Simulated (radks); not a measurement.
All-electron atom: Dy21+ in [Kr] 4d9.

All-electron calculation, non-relativistic Kohn-Sham, LDA (Slater exchange, Perdew-Wang correlation), spin-unpolarised, spherical densities, point nucleus; relativity is left out, which matters for an element this heavy. Program: a radial shooting solver on a logarithmic mesh with Libxc functionals.

Energy parts (hartree):
total: -11467.1975
kinetic: 11463.3877
electron-nucleus: -26238.3118
Hartree: 3530.3165
exchange-correlation: -222.5899

Orbitals (lengths in bohr, moments of r in powers of bohr; r(90%) holds 90 % of the orbital's charge):
| orbital | occ. | eigenvalue (hartree) | <r^4> | r(90%) | <r> |
|---|---|---|---|---|---|
| 1s | 2 | -1864.829 | 1.259e-06 | 0.0409 | 0.02299 |
| 2s | 2 | -317.1111 | 0.0002112 | 0.150 | 0.09773 |
| 2p | 6 | -303.2852 | 0.0001342 | 0.134 | 0.08282 |
| 3s | 2 | -87.11749 | 0.007623 | 0.366 | 0.2507 |
| 3p | 6 | -80.92267 | 0.006917 | 0.358 | 0.2403 |
| 3d | 10 | -69.35032 | 0.004901 | 0.330 | 0.2126 |
| 4s | 2 | -32.47055 | 0.1454 | 0.760 | 0.5353 |
| 4p | 6 | -29.93502 | 0.1548 | 0.774 | 0.5395 |
| 4d | 9 | -25.37687 | 0.1721 | 0.799 | 0.5444 |
| 5s | 0 | -16.45200 | 1.594 | 1.37 | 0.9894 |
| 5p | 0 | -15.37117 | 1.794 | 1.42 | 1.015 |

The highest occupied level is 4d at -690.54 eV. The density falls to 0.001 e/bohr^3 at r = 1.46 bohr. Summed over all electrons, <r^2> = 6.815 bohr^2, which gives a Langevin (diamagnetic) susceptibility term of -5.4 x 10^-6 cm^3/mol. The electron density at the nucleus is 2.045e+05 e/bohr^3. For comparison, the ionisation energy in NIST's Atomic Spectra Database is 702 eV (theoretical). In exact Kohn-Sham theory the highest level is minus the ionisation energy, but local and semilocal functionals leave it too shallow, through self-interaction and a potential that decays too fast; potentials with the right tail come closer.

Beside tabulated values, note that spin-unpolarised runs miss the spin-polarisation part of the exchange energy of open shells.
